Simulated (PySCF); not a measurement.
**TeSBr₂: from structure and modes to constants**

Method: PySCF, B3LYP, basis Te def2-SVP with ECP28, S def2-SVP, Br def2-SVP (scalar-relativistic core potentials, no spin–orbit coupling, density fitting).

The singlet minimum has Cs symmetry. Masses (u): Te 129.90622, S 31.97207, Br 78.91834.

```xyz
4
charge 0 multiplicity 1, angstrom
Te    0.0001   -0.7718    0.0000
S     2.1806   -1.2503    0.0000
Br   -0.4421    0.8867   -1.9608
Br   -0.4421    0.8867    1.9608
```

Harmonic wavenumbers (cm⁻¹): 66.7 (a', ×1), 104.0 (a'', ×1), 122.4 (a', ×1), 212.4 (a'', ×1), 219.4 (a', ×1), 480.6 (a', ×1).

Question: Find the principal moments of inertia and the rotational constants. What kind of rotor is it?

Answer: About the centre of mass I = 434.35, 671.04, 976.94 u Å². With B = 16.8576/I this gives 0.03881, 0.02512, 0.01726 cm⁻¹. The molecule is an asymmetric top with κ = -0.27.

Question: What is the harmonic zero-point energy?

Answer: Half the sum of all 6 wavenumbers, 1205/2 = 603 cm⁻¹, which is 7.2 kJ/mol (1 cm⁻¹ = 0.0119627 kJ/mol).

Question: Find the vibrational entropy and heat capacity at 298.15 K.

Answer: With u = 1.43878 ω/T, each mode gives S = R[u/(eᵘ−1) − ln(1−e⁻ᵘ)] and C = R u² eᵘ/(eᵘ−1)².
```
ω (cm⁻¹)      u  S (J/(mol K))  C (J/(mol K))
    66.7  0.322          17.78           8.24
   104.0  0.502          14.14           8.14
   122.4  0.591          12.81           8.08
   212.4  1.025           8.46           7.62
   219.4  1.059           8.22           7.58
   480.6  2.319           2.96           5.41
```
The sums over all modes are S = 64.4 and C = 45.1 J/(mol K); the softest mode gives 28 % of the entropy.

Question: Give the standard entropy (298.15 K, 1 bar) by its translational, rotational, vibrational and spin parts, and Cp.

Answer: Sackur–Tetrode with M = 319.71 u gives 180.8; rotation with symmetry number 1 gives 129.5; vibration 64.4; spin R ln 1 = 0.0. The total is 374.6 J/(mol K), and Cp = 4 R + 45.1 = 78.3 J/(mol K).

Only a few start shapes were tried, so a lower isomer may exist.
